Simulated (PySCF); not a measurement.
C3H3ClF2, SMILES C(C(Cl)=C)(F)F. The structure is a stationary point at PBE0-D3(BJ)/def2-SVP. One conformer was computed; it need not be the lowest.

Question: Give the equilibrium geometry at PBE0-D3(BJ)/def2-SVP (PySCF confirms it by a frequency run) as a Z-matrix. (The exact figures need the calculation; the answer reports its results.)

Answer: This is not unique; one that fits is 
```
C
C 1 1.3292
H 2 1.0909 1 121.41
H 2 1.0911 3 119.40 1 -179.93
C 1 1.5065 2 124.18 3 -179.85
F 5 1.3471 1 110.13 2 2.02
F 5 1.3478 6 108.17 1 120.51
H 5 1.1049 6 108.78 7 117.26
Cl 1 1.7277 2 123.12 3 -0.28
```
Charge 0, spin multiplicity 1.
